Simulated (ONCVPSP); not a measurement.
**Be (Z = 4): one change to an ONCV potential, before and after**

| Quantity | Value |
| --- | --- |
| Element | beryllium (Be) |
| Generator | ONCVPSP 4.0.1 |
| Type | optimised norm-conserving Vanderbilt (ONCV) |
| Functional | PBE |
| Relativity | scalar-relativistic |
| Frozen core | none |
| Valence charge | 4 |
| Reference configuration | 1s2 2s1 (charge +1) |
| Partial waves | 1s+2s: rc 0.80 bohr, ncon 4, nbas 7, qcut 16.1 1/bohr, 2 projectors; p scattering state at 0.39 Ha: rc 0.85 bohr, ncon 4, nbas 7, qcut 11 1/bohr, 1 projector; d scattering state at 0.1 Ha: rc 0.70 bohr, ncon 4, nbas 8, qcut 12 1/bohr, 2 projectors, debl 2 Ha |
| Local potential | polynomial inside 0.65 bohr (lpopt 5, dvloc0 0 Ha) |
| Core correction | none |

Change: s: qcut 23.9.

Cutoffs: the cutoffs (Ha) at which the residual kinetic energy of the hardest occupied pseudo-wave falls to 1 and 0.1 mHa per electron; they do not see the model core or the augmentation charge, which bear on the density cutoff. Errors are all-electron minus pseudo energies relative to the spin-unpolarised reference configuration.

Task: Predict the effect on cutoff, ghosts and configuration errors.

Result: The potential gets harder (91 Ha and 107 Ha → 114 Ha and 137 Ha); of the 4 tests that both files solve, the error grows in 0 and shrinks in 2 by more than 15 % and 0.3 meV (median size 0.9 → 0.7 meV); neither file shows a bound ghost. The waves are optimised to have the least kinetic energy above qcut, so the cutoff follows it (qcut²/2 in Ha).

```tsv
quantity	base	changed
cutoff, loose	91 Ha	114 Ha
cutoff, tight	107 Ha	137 Ha
bound ghosts	none	none
GHOST(+) flags under 300 eV	none	none
error for 1s2 2s2, meV [ΔE -9.55 eV]	+0.3	+0.2
error for 1s2 2s0, meV [ΔE 17.95 eV]	+1.6	+1.2
error for 1s2 2s1.5, meV [ΔE -5.79 eV]	+0.1	+0.1
error for 1s1 2s2, meV [ΔE 118.73 eV]	+925	+650
s: phases at 0.81 bohr within 0.05 rad from the reference energy up to (Ha; the scan ends near 5)	to the end of the scan	to the end of the scan
p: phases at 0.86 bohr within 0.05 rad from the reference energy up to (Ha; the scan ends near 5)	to the end of the scan	to the end of the scan
d: phases at 0.71 bohr within 0.05 rad from the reference energy up to (Ha; the scan ends near 5)	to the end of the scan	to the end of the scan
```
